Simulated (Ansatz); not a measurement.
The lowest singlet and triplet of CS (SMILES [C]=S); geometries from B3LYP-D3(BJ)/def2-TZVP, each state relaxed from the structure named, with no frequency check.
Singlet (charge 0, multiplicity 1):
```xyz
2

C      0.0000     0.0000    -1.1142
S      0.0000     0.0000     0.4178
```
Triplet (charge 0, multiplicity 3):
```xyz
2

C      0.0000     0.0000    -1.1403
S      0.0000     0.0000     0.4276
```

| level | gap E(singlet) − E(triplet), adiabatic (kJ/mol) |
|---|---|
| R-HF/cc-pV(D+d)Z | -216.1 |
| R-SVWN5/def2-TZVPP | -323.1 |
| U-PBE/def2-TZVPP | -311.5 |
| R-PBE0/def2-TZVPP | -303.7 |
| U-PBE0/def2-TZVPP | -303.7 |
| U-wB97X-V/def2-TZVPP | -329.1 |
| U-wB97M-V/def2-TZVPP | -341.8 |
| R-B2PLYP/def2-TZVPP | -330.8 |
| U-MP2/cc-pV(Q+d)Z | -392.8 |
| U-CCSD/cc-pV(D+d)Z | -318.9 |
| R-CCSD/cc-pV(Q+d)Z | -320.8 |
| SA-CASSCF(10,8)/cc-pV(T+d)Z | -328.0 |
| SC-NEVPT2 on SA-CASSCF(10,8)/cc-pV(Q+d)Z | -335.7 |
| FIC-MRCISD+Q on SA-CASSCF(10,8)/cc-pV(Q+d)Z | -333.4 |

The rows run from -392.8 (U-MP2/cc-pV(Q+d)Z) to -216.1 kJ/mol (R-HF/cc-pV(D+d)Z). The 3 R-functionals in def2-TZVPP without D3 or D4 span 27.2, from R-B2PLYP to R-PBE0.

A positive gap puts the triplet lower; no zero-point energy. R- takes a restricted singlet. U- takes an unrestricted singlet (broken symmetry where lower, unprojected). The triplet is unrestricted in single-reference levels. Active spaces average the two states.

Frozen-core correlation.

Doubts at one or more of the structures used: a spin-contaminated determinant (R-HF/cc-pV(D+d)Z, U-MP2/cc-pV(Q+d)Z, U-CCSD/cc-pV(D+d)Z, R-CCSD/cc-pV(Q+d)Z); T1 above 0.05 (U-CCSD/cc-pV(D+d)Z, R-CCSD/cc-pV(Q+d)Z).

Run with Ansatz (a first-principles code). Values without a source in brackets are computed.

Measured: 1Σ+ below a 3Πr by 27661 cm-1 = 79.1 kcal/mol (between the minima) [Huber and Herzberg (1979), NIST Chemistry WebBook].
